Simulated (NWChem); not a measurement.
Species: SeIF; SMILES F[Se]I

All runs: NWChem. Medium grid unless said otherwise, to which SCAN and Minnesota functionals are sensitive. Coordinates come from a PBE-D3(BJ)/def2-SVP optimisation. def2 effective core potentials on I; no spin-orbit coupling. Total energies of different functionals are on different scales.

| level | energy (Ha) | highest occupied level (eV) | orbital gap (eV) | dipole (D) |
|---|---|---|---|---|
| B3LYP/def2-SVP | -2798.8346 | -6.54 | 3.30 | 1.73 |
| PBE/def2-SVP | -2798.2500 | -5.51 | 1.72 | 1.50 |
| M06/def2-SVP | -2798.6582 | -6.89 | 3.97 | 1.98 |
| r2SCAN/def2-SVP | -2798.7748 | -5.89 | 2.05 | 1.61 |
| BP86/def2-SVP | -2799.1202 | -5.64 | 1.70 | 1.51 |
| B97-D/def2-SVP | -2800.4018 | -5.53 | 1.73 | 1.59 |
| MN15-L/def2-SVP | -2797.6547 | -5.99 | 2.47 | 1.73 |
| LDA (Slater exchange, VWN5)/def2-SVP | -2794.2650 | -5.64 | 1.61 | 1.54 |
| r2SCAN0/def2-SVP | -2798.7193 | -7.07 | 3.93 | 1.79 |
| BLYP/def2-SVP | -2798.6905 | -5.29 | 1.68 | 1.53 |
| LC-BLYP (range parameter 0.33 per bohr)/def2-SVP | -2797.9937 | -8.98 | 7.90 | 1.69 |
